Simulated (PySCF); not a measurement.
C6H3Cl, SMILES C#C/C=C(/Cl)C#C.

Coordinates come from a PBE0-D3(BJ)/def2-SVP optimisation. The structure was generated by enumeration; whether it is a known compound was not checked.

All values below come from PBE/def2-TZVP in PySCF.

Symmetry labels are those of the subgroup Cs that the program uses (full group Cs).

Question: List the valence orbital energies around the gap with their symmetry. (The exact figures need the calculation; the answer reports its results.)

Answer: 
| orbital | symmetry | energy (eV) |
|---|---|---|
| HOMO−7 | A' | -10.68 |
| HOMO−6 | A" | -10.04 |
| HOMO−5 | A" | -8.12 |
| HOMO−4 | A' | -8.05 |
| HOMO−3 | A" | -7.60 |
| HOMO−2 | A' | -7.26 |
| HOMO−1 | A' | -7.03 |
| HOMO | A" | -5.92 |
| LUMO | A" | -2.83 |
| LUMO+1 | A' | -1.46 |
| LUMO+2 | A' | -0.23 |
| LUMO+3 | A" | 0.39 |
